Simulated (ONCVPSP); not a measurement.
**palladium (Pd): ONCV pseudisation with PBE, scalar-relativistic reference atom.**

Input for ONCVPSP 4.0.1:

```
# ATOM AND REFERENCE CONFIGURATION
# atsym  z   nc   nv     iexc    psfile
  Pd 46.00    6    3        4      upf
#
#   n    l    f
    1    0    2.00
    2    0    2.00
    2    1    6.00
    3    0    2.00
    3    1    6.00
    3    2   10.00
    4    0    2.00
    4    1    6.00
    4    2    8.00
#
# PSEUDOPOTENTIAL AND OPTIMIZATION
# lmax
    2
#
#   l,   rc,      ep,       ncon, nbas, qcut
    0    1.35    0.00    4    7    6.80
    1    1.35    0.00    5    8   10.10
    2    1.40    0.00    4    9    7.50
#
# LOCAL POTENTIAL
# lloc, lpopt,  rc(5),   dvloc0
    0    5    1.35    0.00
#
# VANDERBILT-KLEINMAN-BYLANDER PROJECTORs
# l, nproj, debl
    0    0    3.00
    1    2    2.70
    2    2    0.50
#
# MODEL CORE CHARGE
# icmod, fcfact, rcfact
    3    4.50    1.75
#
# LOG DERIVATIVE ANALYSIS
# epsh1, epsh2, depsh
   -6.00    5.00    0.04
#
# OUTPUT GRID
# rlmax, drl
    6.00    0.01
#
# TEST CONFIGURATIONS
# ncnf
    4
# nvcnf
#   n    l    f
    3
    4    0    2.00
    4    1    6.00
    4    2   10.00
#
    3
    4    0    2.00
    4    1    6.00
    4    2    9.00
#
    3
    4    0    2.00
    4    1    6.00
    4    2    7.00
#
    3
    4    0    2.00
    4    1    6.00
    4    2    6.00
#
```

Command:

```bash
oncvpsp.x < Pd.dat > Pd.out
```

Output (shortened: citation, most of the input echo, consistency checks and plot data are left out):

```
ONCVPSP  (Optimized Norm-Conservinng Vanderbilt PSeudopotential)
scalar-relativistic version 4.0.1

#   n    l    f        energy (Ha)
    1    0    2.00    -8.8903137E+02
    2    0    2.00    -1.3060103E+02
    2    1    6.00    -1.1718480E+02
    3    0    2.00    -2.4312598E+01
    3    1    6.00    -1.9902877E+01
    3    2   10.00    -1.2900429E+01
    4    0    2.00    -4.0601114E+00
    4    1    6.00    -2.7964369E+00
    4    2    8.00    -1.0041990E+00

Reference configufation results
  iterations    23
  all-electron total energy (Ha)   -5.04479134D+03

Begin loop to  construct optimized pseudo wave functions
and semi-local pseudopoentials for all angular momenta

Calculating optimized projector #   1

 for l=   0

    Fraction of norm inside rc  0.892763
    Optimizing pswf for qcut=   6.79 a_B^-1,  ecut=  23.03 Ha
    Residual kinetic energy error=  1.68D-03 Ha

    Energy error per electron        Cutoff
         Ha          eV             Ha
         0.01000     0.27211       18.34
         0.00100     0.02721       31.55
         0.00010     0.00272       66.48
         0.00001     0.00027       94.31

WARNING wellstate: negative energy specified for n= 5 l=  1
WARNING scattering state with energy  0.25000000
WARNING will be used for the first projector

   Wellstate for l =  1  n =  6
     eigenvalue =   0.2500
     asymptotic potential =   0.7500
     half-point radius =  4.4635

Calculating optimized projector #   1

 for l=   1

    Fraction of norm inside rc  0.819179
    Optimizing pswf for qcut=  10.10 a_B^-1,  ecut=  51.04 Ha
    Residual kinetic energy error=  4.77D-05 Ha

    Energy error per electron        Cutoff
         Ha          eV             Ha
         0.01000     0.27211       31.03
         0.00100     0.02721       41.13
         0.00010     0.00272       48.33
         0.00001     0.00027       98.89

Calculating optimized projector #   2

 for l=   1

    Fraction of norm inside rc  0.031160
    Optimizing pswf for qcut=  10.10 a_B^-1,  ecut=  51.04 Ha
    Residual kinetic energy error=  9.19D-06 Ha

    Energy error per electron        Cutoff
         Ha          eV             Ha
         0.01000     0.27211       11.48
         0.00100     0.02721       33.51
         0.00010     0.00272       43.38
         0.00001     0.00027       51.04

WARNING wellstate: negative energy specified for n= 5 l=  2
WARNING scattering state with energy  0.25000000
WARNING will be used for the first projector

   Wellstate for l =  2  n =  5
     eigenvalue =   0.2500
     asymptotic potential =   0.7500
     half-point radius =  2.8980

Calculating optimized projector #   1

 for l=   2

    Fraction of norm inside rc  0.589857
    Optimizing pswf for qcut=   7.50 a_B^-1,  ecut=  28.16 Ha
    Residual kinetic energy error=  6.82D-04 Ha

    Energy error per electron        Cutoff
         Ha          eV             Ha
         0.01000     0.27211       21.69
         0.00100     0.02721       27.23
         0.00010     0.00272       91.49
         0.00001     0.00027      156.25

Calculating optimized projector #   2

 for l=   2

    Fraction of norm inside rc  0.098385
    Optimizing pswf for qcut=   7.50 a_B^-1,  ecut=  28.16 Ha
    Residual kinetic energy error=  3.18D-04 Ha

    Energy error per electron        Cutoff
         Ha          eV             Ha
         0.01000     0.27211       19.34
         0.00100     0.02721       25.54
         0.00010     0.00272       31.57
         0.00001     0.00027       71.74

Construct Vanderbilt / Kleinmman-Bylander projectors

B matrix Hermiticity error, ll=   1
   1   2   -3.1089E-04

  Orthonormal projector coefficients -1.7635E+00  1.0747E+00

B matrix Hermiticity error, ll=   2
   1   2    1.4163E-04

  Orthonormal projector coefficients -4.0768E+00  8.3657E-01

Model core correction analysis
  based on d2Exc/dn_idn_j

d2excae - all-electron derivatives

   -3.449118D-02   -3.086135D-02   -2.023290D-02
   -3.086152D-02   -2.891493D-02   -2.103562D-02
   -2.023310D-02   -2.103570D-02   -2.097269D-02

d2excps - pseudofunction derivatives with no core correction

   -4.371935D-02   -3.350579D-02   -2.122956D-02
   -3.350718D-02   -3.159267D-02   -2.258672D-02
   -2.123020D-02   -2.258684D-02   -2.186533D-02

rms 2nd derivative error    3.557751E-03

rmatch, rhocmatch    0.6361   21.8362

Teter function model core charge with specified parameters

d2excps - pseudofunction derivatives with core correction

   -2.487554D-02   -2.332988D-02   -1.649522D-02
   -2.332985D-02   -2.359463D-02   -1.849624D-02
   -1.649518D-02   -1.849621D-02   -1.963623D-02

rms 2nd derivative error    5.546181E-03

Pseudoatom total energy -127.602735

Diagnostic tests using Vanderbilt-Kleinman-Bylander pseudopotentials
  1 or more projectors used as specified by nproj input data

   l    rcore       rmatch      e in        delta e   norm test  slope test

   0   1.3516130   1.3926509  -4.0601114  -0.0000028   0.9999971   0.9999990

   1   1.3516130   1.3926509  -2.7964369  -0.0000151   1.0002042   1.0002232
   1   1.3516130   1.3926509   0.2500000   0.0000312   1.0003696   1.0003696

   2   1.4010068   1.4435444  -1.0041990  -0.0000018   1.0001175   1.0001325
   2   1.4010068   1.4435444   0.2500000   0.0000011   1.0002721   1.0002721

 Testing for bound ghosts
   n   l    E NL Schr. Eq   E Basis Diag.   E Cutoff

   2   1       -2.796452       -2.796415    166.05

   3   2       -1.004201       -1.001029    225.65

 Testing for highly-localized positive-energy ghosts
       l    <radius>/rc     E Basis Diag.   E Cutoff

Test configuration 0

   n   l     f        eae           eps        diff
   1   0  2.0000 -889.03136842
   2   0  2.0000 -130.60102612
   2   1  6.0000 -117.18479811
   3   0  2.0000  -24.31259753
   3   1  6.0000  -19.90287743
   3   2 10.0000  -12.90042856
   4   0  2.0000   -4.06011143   -4.06011425   -2.82D-06
   4   1  6.0000   -2.79643687   -2.79645193   -1.51D-05
   4   2  8.0000   -1.00419901   -1.00420078   -1.77D-06

    Total energies and differences
      AE_ref= -5.04479134D+03  AE_tst= -5.04479134D+03  dif=  0.00D+00
      PS_ref= -1.27602735D+02  PS_tst= -1.27602735D+02  dif= -4.97D-13
      PSP excitation error=  4.97D-13

Test configuration 1

   n   l     f        eae           eps        diff
   1   0  2.0000 -888.09806789
   2   0  2.0000 -129.66141268
   2   1  6.0000 -116.24568379
   3   0  2.0000  -23.37480635
   3   1  6.0000  -18.96507966
   3   2 10.0000  -11.96205705
   4   0  2.0000   -3.13588497   -3.13663886   -7.54D-04
   4   1  6.0000   -1.88152800   -1.88174722   -2.19D-04
   4   2 10.0000   -0.14875187   -0.14866945    8.24D-05

    Total energies and differences
      AE_ref= -5.04479134D+03  AE_tst= -5.04589139D+03  dif= -1.10D+00
      PS_ref= -1.27602735D+02  PS_tst= -1.28702716D+02  dif= -1.10D+00
      PSP excitation error= -6.57D-05

Test configuration 2

   n   l     f        eae           eps        diff
   1   0  2.0000 -888.51456186
   2   0  2.0000 -130.08003669
   2   1  6.0000 -116.66409995
   3   0  2.0000  -23.79386541
   3   1  6.0000  -19.38414227
   3   2 10.0000  -12.38120523
   4   0  2.0000   -3.55297633   -3.55334937   -3.73D-04
   4   1  6.0000   -2.29556440   -2.29567419   -1.10D-04
   4   2  9.0000   -0.53705891   -0.53699571    6.32D-05

    Total energies and differences
      AE_ref= -5.04479134D+03  AE_tst= -5.04555641D+03  dif= -7.65D-01
      PS_ref= -1.27602735D+02  PS_tst= -1.28367818D+02  dif= -7.65D-01
      PSP excitation error=  1.81D-05

Test configuration 3

   n   l     f        eae           eps        diff
   1   0  2.0000 -889.62807648
   2   0  2.0000 -131.20372247
   2   1  6.0000 -117.78718183
   3   0  2.0000  -24.90928428
   3   1  6.0000  -20.49956545
   3   2 10.0000  -13.49810210
   4   0  2.0000   -4.63321593   -4.63288986    3.26D-04
   4   1  6.0000   -3.36039945   -3.36024594    1.54D-04
   4   2  7.0000   -1.53020069   -1.53019072    9.97D-06

    Total energies and differences
      AE_ref= -5.04479134D+03  AE_tst= -5.04352864D+03  dif=  1.26D+00
      PS_ref= -1.27602735D+02  PS_tst= -1.26339908D+02  dif=  1.26D+00
      PSP excitation error= -1.30D-04

Test configuration 4

   n   l     f        eae           eps        diff
   1   0  2.0000 -890.29398594
   2   0  2.0000 -131.87712443
   2   1  6.0000 -118.46030617
   3   0  2.0000  -25.57216005
   3   1  6.0000  -21.16243979
   3   2 10.0000  -14.16252081
   4   0  2.0000   -5.25911171   -5.25849996    6.12D-04
   4   1  6.0000   -3.97472980   -3.97421523    5.15D-04
   4   2  6.0000   -2.10446412   -2.10420773    2.56D-04

    Total energies and differences
      AE_ref= -5.04479134D+03  AE_tst= -5.04171523D+03  dif=  3.08D+00
      PS_ref= -1.27602735D+02  PS_tst= -1.24526385D+02  dif=  3.08D+00
      PSP excitation error= -2.38D-04
```

The run took about 3.7 s on one core of a shared server CPU.
